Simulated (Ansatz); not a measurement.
`C=CB[SeH]` + H–F → `FB[SeH]` + `C=C` at 700 K and 1 bar (ligand exchange at a B–C bond).

Computed with Ansatz on PBE0-D4/def2-TZVP structures; ΔE is electronic, products minus reactants. CBS: MP2 limit from def2 TZ/QZ plus the TZ coupled-cluster correction, frozen cores. This one scheme is used for every species. For Se outer-core shells are correlated without core-valence functions, which leaves a few kJ/mol of doubt a bond. Scalar relativity is left out up to krypton. Each species was taken in one conformer, which may not be the lowest.

| species | CCSD(T)/CBS energy (Eh) | H − E (kJ/mol) | S (J/(mol·K)) |
| --- | --- | --- | --- |
| `C=CB[SeH]` | -2504.61289 | 230.9 | 411.1 |
| H–F | -100.39570 | 45.2 | 198.5 |
| `FB[SeH]` | -2526.56401 | 104.1 | 341.8 |
| `C=C` | -78.48111 | 168.9 | 268.4 |

H − E and S are ideal-gas, rigid-rotor, harmonic terms from PBE0-D4/def2-TZVP, for one conformer and one mirror image of each species. 1 Eh = 2625.50 kJ/mol, R = 8.31446 J/(mol·K).

Q: By hand: ΔE, ΔH, ΔS and ΔG.

A: ΔE = (-2526.56401) + (-78.48111) − (-2504.61289) − (-100.39570) = -0.03653 Eh = -95.9 kJ/mol. Δ(H − E) = 104.1 + 168.9 − 230.9 − 45.2 = -3.1, so ΔH = -99.0 kJ/mol. ΔS = 341.8 + 268.4 − 411.1 − 198.5 = 0.6 J/(mol·K). ΔG = -99.0 − 700 × (0.6)/1000 = -99.4 kJ/mol.

Q: By hand: the equilibrium constant, and the temperature at which ΔG would vanish if ΔH and ΔS stayed fixed.

A: log₁₀ K = −ΔG/(RT ln 10) = 7.4. ΔH and −TΔS have one sign here, so there is no such temperature.

The number of gas molecules stays the same, so ΔS is small and ΔH decides. A doubt of 5 kJ/mol in ΔE shifts log₁₀ K by 0.4 here. Other conformers and mirror images would add mixing entropy, several J/(mol·K) or more a flexible species. These are equilibria of isolated gas molecules and say nothing of rates. Largest T1 diagnostic: 0.013 (customary marks: 0.02 for closed shells, 0.045 for open ones).

ΔS is within the doubt of such terms, so its sign, and with it that verdict, could turn.
